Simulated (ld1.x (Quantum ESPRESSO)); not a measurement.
# LDA (PZ) PAW dataset for Ag (Z = 47), scalar-relativistic all-electron reference.

Input for ld1.x (Quantum ESPRESSO) 7.5:

```
&input
   title='Ag', zed=47., rel=1, dft='PZ', iswitch=3,
   config='[Kr] 4d10 5s1 5p0',
   nld=3, rlderiv=2.65, eminld=-6.0, emaxld=5.0, deld=0.02
 /
 &inputp
   pseudotype=3, lpaw=.true., tm=.true., lloc=-2, rcloc=1.90,
   nlcc=.true.,
   which_augfun='BESSEL', rmatch_augfun=1.30,
   file_pseudopw='Ag.UPF', file_wfcaegen='ae.wfc', file_wfcncgen='nc.wfc', file_beta='beta', file_chi='chi', file_wfcusgen='us.wfc'
 /
6
5S  1  0   1.00   0.00  1.80  2.45  0.0
5S  1  0   0.00   0.65  1.80  2.45  0.0
4P  2  1   6.00   0.00  1.40  1.50  0.0
5P  3  1   0.00   0.00  1.40  1.50  0.0
4D  3  2  10.00   0.00  1.20  1.35  0.0
4D  3  2   0.00   0.05  1.20  1.35  0.0
 &test
   configts(1)='4p6 4d10 5s1 5p0'
 /
```

Command:

```bash
ld1.x < Ag.in > Ag.out
```

Output (shortened: banner, matrices, multipoles, cross overlaps and the repeated all-electron block are left out):

```
Program LD1 v.7.5
     --------------------------- All-electron run ----------------------------

     Ag
     scalar relativistic calculation

     atomic number is 47.00
     dft =PZ   lsd =0 sic =0 latt =0  beta=0.20 tr2=1.0E-14
     Exchange-correlation= PZ
                           (   1   1   0   0   0   0   0)
     mesh =1237 r(mesh) =  99.46963 a.u. xmin = -7.00 dx = 0.01250
     1 Ry =  13.60569312 eV, c = 137.03599908

     n l     nl                  e(Ry)          e(Ha)          e(eV)
     1 0     1S 1( 2.00)     -1859.4430      -929.7215    -25299.0107
     2 0     2S 1( 2.00)      -273.8453      -136.9226     -3725.8549
     2 1     2P 1( 6.00)      -245.7942      -122.8971     -3344.2009
     3 0     3S 1( 2.00)       -50.1688       -25.0844      -682.5811
     3 1     3P 1( 6.00)       -40.9552       -20.4776      -557.2232
     4 0     4S 1( 2.00)        -6.9881        -3.4940       -95.0778
     4 1     4P 1( 6.00)        -4.3120        -2.1560       -58.6672
     3 2     3D 1(10.00)       -26.3791       -13.1895      -358.9056
     4 2     4D 1(10.00)        -0.5631        -0.2816        -7.6619
     5 0     5S 1( 1.00)        -0.3469        -0.1734        -4.7197
     5 1     5P 1( 0.00)        -0.0622        -0.0311        -0.8460

     final scf error:  8.3E-15 reached in  23 iterations

     Etot =  -10622.264787 Ry,   -5311.132394 Ha, -144523.274964 eV

     Ekin =   11032.502409 Ry,    5516.251205 Ha,  150104.842159 eV
     Encl =  -25685.709504 Ry,  -12842.854752 Ha, -349471.881153 eV
     Eh   =    4319.191280 Ry,    2159.595640 Ha,   58765.591092 eV
     Exc  =    -288.248972 Ry,    -144.124486 Ha,   -3921.827063 eV

     normalization and overlap integrals

     s(1S/1S) =  1.000000  <r> =   0.0311  <r2> =    0.0013  r(max) =   0.0202
     s(2S/2S) =  1.000000  <r> =   0.1351  <r2> =    0.0215  r(max) =   0.1136
     s(2P/2P) =  1.000000  <r> =   0.1177  <r2> =    0.0169  r(max) =   0.0907
     s(3S/3S) =  1.000000  <r> =   0.3692  <r2> =    0.1559  r(max) =   0.3328
     s(3P/3P) =  1.000000  <r> =   0.3681  <r2> =    0.1574  r(max) =   0.3246
     s(4S/4S) =  1.000000  <r> =   0.9111  <r2> =    0.9421  r(max) =   0.8186
     s(4P/4P) =  1.000000  <r> =   1.0003  <r2> =    1.1495  r(max) =   0.8714
     s(3D/3D) =  1.000000  <r> =   0.3460  <r2> =    0.1427  r(max) =   0.2725
     s(4D/4D) =  1.000000  <r> =   1.4215  <r2> =    2.5216  r(max) =   1.0381
     s(5S/5S) =  1.000000  <r> =   3.1080  <r2> =   11.2353  r(max) =   2.4902
     s(5P/5P) =  1.000000  <r> =   4.9934  <r2> =   30.3767  r(max) =   3.6688

     ------------------------ End of All-electron run ------------------------

     --------------------- Generating PAW atomic setup --------------------

      Generating local potential from pseudized AE potential:
      Matching radius rcloc =   1.9000
      Enforcing V''(0)=0 (lloc=-2)

      Local pseudo, rcloc= 1.915 Estimated cut-off energy=     8.92 Ry

      Computing core charge for nlcc:

       r > 0.61 : true rho core
       r < 0.61 : rho core = a sin(br)/r    a=  36.36  b=   4.28

      Integrated core pseudo-charge :   8.25
      Wfc-us  5S rcutus= 2.459  Estimated cut-off energy=     7.32 Ry
      Wfc-us  5S rcutus= 2.459  Estimated cut-off energy=     9.05 Ry
      Wfc-us  4P rcutus= 1.492  Estimated cut-off energy=    37.89 Ry
      Wfc-us  5P rcutus= 1.492  Estimated cut-off energy=    68.13 Ry
      Wfc-us  4D rcutus= 1.350  Estimated cut-off energy=    62.57 Ry
      Wfc-us  4D rcutus= 1.350  Estimated cut-off energy=    64.41 Ry

     Required augmentation: BESSEL   radius:    1.300000
     Suggested rho cutoff for augmentation:  57.30 Ry

     Estimated PAW energy = -480.627697 Ryd

     ------------------- End of pseudopotential generation -------------------

     Computing logarithmic derivative in   2.63431
     Computing logarithmic derivative in   2.63431
     Computing the partial wave expansion
     R is outside the sphere for l=    0 j= 0.00
     R is outside the sphere for l=    0 j= 0.00
     R is outside the sphere for l=    1 j= 0.00
     R is outside the sphere for l=    1 j= 0.00
     R is outside the sphere for l=    2 j= 0.00
     R is outside the sphere for l=    2 j= 0.00

     ---------------------- Testing the pseudopotential ----------------------

     Ag
     scalar relativistic calculation

     atomic number is 47.00   valence charge is 17.00
     dft = SLA  PZ   NOGX NOGC   lsd =0 sic =0 latt =0  beta=0.20 tr2=1.0E-14
     mesh =1237 r(mesh) =  99.46963 xmin = -7.00 dx = 0.01250

     n l     nl             e AE (Ry)        e PS (Ry)    De AE-PS (Ry)
     2 1     4P   1( 6.00)       -4.31196       -4.31196        0.00000
     3 2     4D   1(10.00)       -0.56314       -0.56314        0.00000
     1 0     5S   1( 1.00)       -0.34689       -0.34689        0.00000
     3 1     5P   1( 0.00)       -0.06218       -0.06218        0.00000

     eps = 3.7E-15  iter =  4

     Etot =  -10622.264787 Ry,   -5311.132394 Ha, -144523.274964 eV
     Etotps =  -480.627710 Ry,    -240.313855 Ha,   -6539.273134 eV

     Ekin =     327.308403 Ry,     163.654202 Ha,    4453.257694 eV
     Encl =    -718.451522 Ry,    -359.225761 Ha,   -9775.030929 eV
     Ehrt =     198.764379 Ry,      99.382189 Ha,    2704.327140 eV
     Ecxc =    -288.248971 Ry,    -144.124485 Ha,   -3921.827039 eV
     (Ecc =     -19.723455 Ry,      -9.861728 Ha,    -268.351280 eV)

     ---------------------- End of pseudopotential test ----------------------
```

Generation and configuration tests took about 2.4 s on one core of a shared server CPU.

Transferability test of the new file with ld1.x, input:

```
&input
   title='Ag', zed=47., rel=1, dft='PZ', iswitch=2,
   config='[Kr] 4d10 5s1 5p0'
 /
 &test
   file_pseudo='Ag.UPF', nconf=10,
   configts(1)='4p6 4d10 5s1 5p0',
   configts(2)='4p6 4d10 5s0 5p0',
   configts(3)='4p6 4d9 5s0 5p0',
   configts(4)='4p6 4d8 5s0 5p0',
   configts(5)='4p6 4d10 5s0.5 5p0',
   configts(6)='4p6 4d9 5s1 5p1',
   configts(7)='4p6 4d10 5s0 5p1',
   configts(8)='4p6 4d9 5s1 5p0',
   configts(9)='4p6 4d10 5s1 5p0', lsdts(9)=1,
   configts(10)='4p6 4d9 5s0 5p0', lsdts(10)=1
 /
```

```bash
ld1.x < Ag.test.in > Ag.test.out
```

Pseudopotential blocks of its output, shortened (energy terms left out):

```
     ---------------------- Testing the pseudopotential ----------------------

     n l     nl             e AE (Ry)        e PS (Ry)    De AE-PS (Ry)
     2 1     4P   1( 6.00)       -4.31196       -4.31196        0.00000
     3 2     4D   1(10.00)       -0.56314       -0.56314        0.00000
     1 0     5S   1( 1.00)       -0.34689       -0.34689        0.00000
     3 1     5P   1( 0.00)       -0.06218       -0.06218        0.00000

     eps = 3.7E-15  iter =  4

     Etot =  -10622.264787 Ry,   -5311.132394 Ha, -144523.274964 eV
     Etotps =  -480.627710 Ry,    -240.313855 Ha,   -6539.273134 eV

     ---------------------- End of pseudopotential test ----------------------

          ---------------------- Testing the pseudopotential ----------------------

     n l     nl             e AE (Ry)        e PS (Ry)    De AE-PS (Ry)
     2 1     4P   1( 6.00)       -4.92331       -4.92361        0.00029
     3 2     4D   1(10.00)       -1.17004       -1.17006        0.00002
     1 0     5S   1( 0.00)       -0.85449       -0.85421       -0.00028
     3 1     5P   1( 0.00)       -0.47182       -0.47181       -0.00001

     eps = 2.7E-15  iter = 10

     Etot =  -10621.669280 Ry,   -5310.834640 Ha, -144515.172680 eV
     Etotps =  -480.032235 Ry,    -240.016118 Ha,   -6531.171279 eV
     dEtot_ae =       0.595507 Ry
     dEtot_ps =       0.595475 Ry,   Delta E=       0.000032 Ry

     ---------------------- End of pseudopotential test ----------------------

          ---------------------- Testing the pseudopotential ----------------------

     n l     nl             e AE (Ry)        e PS (Ry)    De AE-PS (Ry)
     2 1     4P   1( 6.00)       -5.96095       -5.96303        0.00208
     3 2     4D   1( 9.00)       -2.14230       -2.14335        0.00105
     1 0     5S   1( 0.00)       -1.55325       -1.55323       -0.00002
     3 1     5P   1( 0.00)       -1.06460       -1.06461        0.00002

     eps = 3.1E-15  iter =  7

     Etot =  -10620.024170 Ry,   -5310.012085 Ha, -144492.789810 eV
     Etotps =  -478.386544 Ry,    -239.193272 Ha,   -6508.780508 eV
     dEtot_ae =       2.240618 Ry
     dEtot_ps =       2.241167 Ry,   Delta E=      -0.000549 Ry

     ---------------------- End of pseudopotential test ----------------------

          ---------------------- Testing the pseudopotential ----------------------

     n l     nl             e AE (Ry)        e PS (Ry)    De AE-PS (Ry)
     2 1     4P   1( 6.00)       -7.12369       -7.12959        0.00590  !
     3 2     4D   1( 8.00)       -3.23155       -3.23524        0.00369
     1 0     5S   1( 0.00)       -2.33385       -2.33551        0.00166
     3 1     5P   1( 0.00)       -1.75179       -1.75217        0.00037

     eps = 8.6E-15  iter =  8

     Etot =  -10617.346336 Ry,   -5308.673168 Ha, -144456.356023 eV
     Etotps =  -475.706179 Ry,    -237.853090 Ha,   -6472.312288 eV
     dEtot_ae =       4.918451 Ry
     dEtot_ps =       4.921531 Ry,   Delta E=      -0.003080 Ry

     ---------------------- End of pseudopotential test ----------------------

          ---------------------- Testing the pseudopotential ----------------------

     n l     nl             e AE (Ry)        e PS (Ry)    De AE-PS (Ry)
     2 1     4P   1( 6.00)       -4.60496       -4.60512        0.00016
     3 2     4D   1(10.00)       -0.85461       -0.85464        0.00003
     1 0     5S   1( 0.50)       -0.59305       -0.59294       -0.00011
     3 1     5P   1( 0.00)       -0.25696       -0.25697        0.00001

     eps = 4.8E-15  iter =  9

     Etot =  -10622.030652 Ry,   -5311.015326 Ha, -144520.089397 eV
     Etotps =  -480.393559 Ry,    -240.196779 Ha,   -6536.087336 eV
     dEtot_ae =       0.234135 Ry
     dEtot_ps =       0.234152 Ry,   Delta E=      -0.000017 Ry

     ---------------------- End of pseudopotential test ----------------------

          ---------------------- Testing the pseudopotential ----------------------

     n l     nl             e AE (Ry)        e PS (Ry)    De AE-PS (Ry)
     2 1     4P   1( 6.00)       -4.73476       -4.73556        0.00080
     3 2     4D   1( 9.00)       -0.92965       -0.93007        0.00042
     1 0     5S   1( 1.00)       -0.51695       -0.51722        0.00027
     3 1     5P   1( 1.00)       -0.16639       -0.16634       -0.00005

     eps = 2.4E-15  iter = 13

     Etot =  -10621.634787 Ry,   -5310.817393 Ha, -144514.703372 eV
     Etotps =  -479.997516 Ry,    -239.998758 Ha,   -6530.698904 eV
     dEtot_ae =       0.630000 Ry
     dEtot_ps =       0.630194 Ry,   Delta E=      -0.000194 Ry

     ---------------------- End of pseudopotential test ----------------------

          ---------------------- Testing the pseudopotential ----------------------

     n l     nl             e AE (Ry)        e PS (Ry)    De AE-PS (Ry)
     2 1     4P   1( 6.00)       -4.45744       -4.45785        0.00042
     3 2     4D   1(10.00)       -0.70502       -0.70508        0.00005
     1 0     5S   1( 0.00)       -0.44523       -0.44500       -0.00023
     3 1     5P   1( 1.00)       -0.13645       -0.13644       -0.00001

     eps = 1.5E-15  iter = 12

     Etot =  -10621.969258 Ry,   -5310.984629 Ha, -144519.254088 eV
     Etotps =  -480.332252 Ry,    -240.166126 Ha,   -6535.253212 eV
     dEtot_ae =       0.295529 Ry
     dEtot_ps =       0.295459 Ry,   Delta E=       0.000070 Ry

     ---------------------- End of pseudopotential test ----------------------

          ---------------------- Testing the pseudopotential ----------------------

     n l     nl             e AE (Ry)        e PS (Ry)    De AE-PS (Ry)
     2 1     4P   1( 6.00)       -5.23812       -5.23864        0.00051
     3 2     4D   1( 9.00)       -1.43114       -1.43144        0.00030
     1 0     5S   1( 1.00)       -0.96659       -0.96693        0.00034
     3 1     5P   1( 0.00)       -0.55415       -0.55404       -0.00011

     eps = 1.2E-15  iter =  9

     Etot =  -10621.281484 Ry,   -5310.640742 Ha, -144509.896446 eV
     Etotps =  -479.644211 Ry,    -239.822106 Ha,   -6525.891946 eV
     dEtot_ae =       0.983303 Ry
     dEtot_ps =       0.983499 Ry,   Delta E=      -0.000196 Ry

     ---------------------- End of pseudopotential test ----------------------

          ---------------------- Testing the pseudopotential ----------------------

     n l     nl             e AE (Ry)        e PS (Ry)    De AE-PS (Ry)
     2 1     4P   1( 3.00)       -4.30992       -4.30995        0.00003
     3 2     4D   1( 5.00)       -0.56657       -0.56655       -0.00002
     1 0     5S   1( 1.00)       -0.36526       -0.36527        0.00002
     3 1     5P   1( 0.00)       -0.07487       -0.07487       -0.00000
     2 1     4P   2( 3.00)       -4.30803       -4.30804        0.00001
     3 2     4D   2( 5.00)       -0.55376       -0.55379        0.00003
     1 0     5S   2( 0.00)       -0.32040       -0.32036       -0.00004
     3 1     5P   2( 0.00)       -0.04264       -0.04263       -0.00000

     eps = 1.6E-15  iter =  9

     Etot =  -10622.275730 Ry,   -5311.137865 Ha, -144523.423845 eV
     Etotps =  -480.638670 Ry,    -240.319335 Ha,   -6539.422243 eV
     dEtot_ae =      -0.010943 Ry
     dEtot_ps =      -0.010959 Ry,   Delta E=       0.000017 Ry

     ---------------------- End of pseudopotential test ----------------------

          ---------------------- Testing the pseudopotential ----------------------

     n l     nl             e AE (Ry)        e PS (Ry)    De AE-PS (Ry)
     2 1     4P   1( 3.00)       -5.98530       -5.98736        0.00206
     3 2     4D   1( 5.00)       -2.16493       -2.16598        0.00104
     1 0     5S   1( 0.00)       -1.56297       -1.56291       -0.00006
     3 1     5P   1( 0.00)       -1.07095       -1.07096        0.00001
     2 1     4P   2( 3.00)       -5.93434       -5.93643        0.00209
     3 2     4D   2( 4.00)       -2.11768       -2.11875        0.00106
     1 0     5S   2( 0.00)       -1.54267       -1.54269        0.00002
     3 1     5P   2( 0.00)       -1.05766       -1.05768        0.00002

     eps = 5.2E-15  iter = 11

     Etot =  -10620.035976 Ry,   -5310.017988 Ha, -144492.950448 eV
     Etotps =  -478.398347 Ry,    -239.199174 Ha,   -6508.941106 eV
     dEtot_ae =       2.228811 Ry
     dEtot_ps =       2.229363 Ry,   Delta E=      -0.000552 Ry

     ---------------------- End of pseudopotential test ----------------------
```
